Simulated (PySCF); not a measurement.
Carbon sulfide selenide, CSSe, SMILES S=C=[Se], point group C∞v.

Level: B3LYP/pcSseg-2 in PySCF (density fitting, grid level 2); geometry and Hessian at that level, cubic constants and property derivatives from steps of ±0.6 along each species' dimensionless normal coordinates, second-order vibrational perturbation theory. The parent has the commonest isotopes.

Equilibrium geometry (Å):

```
atom        x        y        z
  S1  -1.5736  -0.1985  -0.0238
  C2  -0.0347  -0.0095  -0.0170
 Se3   1.6542   0.1979  -0.0094
```

**Question.** Give the equilibrium and ground-state rotational constants (MHz) of parent; ⁷⁷Se at 3; ¹³C at 2; ¹³C at 2, ⁷⁷Se at 3; ³³S at 1; ³³S at 1, ⁷⁷Se at 3; ³³S at 1, ¹³C at 2.

**Answer.** 
| species | Be | B0 | harmonic ZPE (cm⁻¹) |
| --- | --- | --- | --- |
| parent | 2037.9 | 2033.9 | 1350 |
| ⁷⁷Se at 3 | 2063.7 | 2059.6 | 1352 |
| ¹³C at 2 | 2034 | 2030 | 1312 |
| ¹³C at 2, ⁷⁷Se at 3 | 2059.9 | 2055.9 | 1314 |
| ³³S at 1 | 1997.6 | 1993.6 | 1345 |
| ³³S at 1, ⁷⁷Se at 3 | 2023.2 | 2019.2 | 1347 |
| ³³S at 1, ¹³C at 2 | 1994 | 1990.1 | 1308 |

**Question.** And its quartic centrifugal distortion constants from the harmonic force field?

**Answer.** Linear top: D = 0.141 kHz.
